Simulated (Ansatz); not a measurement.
System: C₂H₃BBr (charge 0, doublet). It need not be the lowest isomer of its formula. 
Structure (B3LYP-D3(BJ)/def2-TZVP (Ansatz, a program for electronic structure) minimum search):
```xyz
7

C     -3.0484     0.3099    -0.3950
C     -1.7634     0.0364    -0.6564
B     -0.6838     0.2331     0.4013
Br     1.1708    -0.1076     0.1859
H     -3.3544     0.6788     0.5770
H     -3.8310     0.1766    -1.1340
H     -1.5023    -0.3324    -1.6477
```
Charge 0, spin multiplicity 2.

Total electronic energies in hartree. Cores are frozen in the correlated levels unless marked. Open shells are spin-unrestricted. No spin-orbit coupling. Frozen are the shells of the preceding noble gas and the d and f shells that filled before the atom's block. No relativistic terms. Basis-set limits of correlation are two-point, X^-3; Hartree-Fock from the larger set. [CCSD(T)-MP2]/basis is that difference in the basis named.

```tsv
level	program	energy (Eh)
HF/6-31G*	Ansatz	-2674.23051
HF/aug-cc-pVDZ	Ansatz	-2674.52730
r2SCAN/def2-TZVPD	Ansatz	-2676.91880
PBE0-D3(BJ)/def2-TZVP	Ansatz + dftd3	-2676.56958
PBE0-D4/def2-TZVPD	Ansatz + dftd4	-2676.57003
PBE0/def2-TZVP	Ansatz	-2676.56486
r2SCANh-D4/def2-TZVPD	Ansatz + dftd4	-2676.91549
B2PLYP-D4/def2-TZVPD	Ansatz + dftd4	-2676.48208
RPA@PBE/cc-pVTZ	Ansatz	-2675.51790
MP2/6-31G*	Ansatz	-2674.64397
SCS-MP2/aug-cc-pVDZ	Ansatz	-2674.96755
SCS-MP2/cc-pVDZ	Ansatz	-2674.94265
RI-MP2/CBS(cc-pVTZ,cc-pVQZ)+[CCSD(T)-MP2]/cc-pVTZ	Ansatz	-2675.3198
CCSD(T)/CBS(aug-cc-pVTZ,aug-cc-pVQZ)	Ansatz	-2675.3153
CCSD(T)/CBS(cc-pVTZ,cc-pVQZ)	Ansatz	-2675.3154
```

Totals of different functionals don't rank their quality; only differences between species are comparable.
